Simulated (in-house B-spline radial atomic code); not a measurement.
Values are calculated unless marked as measured or tabulated.
Sr in an electron gas of r_s = 4: phase shifts, screening and friction

A nucleus sits in a uniform electron gas with a rigid positive background. The Kohn-Sham equations are solved self-consistently in the spin-unpolarised LDA (PW92), non-relativistic, on B-splines with outgoing waves at the boundary and partial waves to l = 8. The model has no lattice, no bands and no magnetic solution. Atomic units; δ_l are the phase shifts at the Fermi level, counted so that each bound state adds π, and good to about 0.0005.

The density parameter is r_s = 4 bohr.

| l | δ_l (rad) |
| --- | --- |
| 0 | 12.7346 |
| 1 | 9.6187 |
| 2 | 3.6616 |
| 3 | -0.0264 |
| 4 | -0.0031 |
| 5 | 0.0004 |
| 6 | -0.0002 |
| 7 | 0.0000 |
| 8 | -0.0001 |

Bound levels below the band bottom (hartree): s -11.52, p -9.049, d -4.56, s -1.21, p -0.6029 and deeper ones.

Question: Check the Friedel sum rule, and say where the screening charge sits.

Answer: k_F = (9π/4)^(1/3)/r_s = 0.47979. The rule is Z = (2/π) Σ (2l + 1) δ_l. The terms are s 8.107, p 18.370, d 11.655, f -0.118 and -0.018 beyond, in all 37.997 against Z = 38. Bound states hold 8 s, 18 p, 10 d electrons, so the scattering states carry 2.00 in all.

Question: Find the transport cross section and the electronic stopping of a 2 keV Sr ion (mass 87.62 u).

Answer: σ_tr = (4π/k_F²) Σ (l + 1) sin²(δ_l − δ_(l+1)). The terms for l = 0 to 3 are 0.0007, 0.2052, 0.8100, 0.0022, all together 1.0181, so σ_tr = 54.589 × 1.0181 = 55.580 bohr². With n = 3/(4π r_s³) = 0.00373, the friction coefficient is Q = n k_F σ_tr = 0.0995. For v well below v_F = 0.480, dE/dx = Q v; with 24801 eV per u at v = 1, v = √(2000/(24801 × 87.62)) = 0.0303, so dE/dx = 0.00302 hartree/bohr = 1.55 eV/nm. The largest term couples the d and f waves.
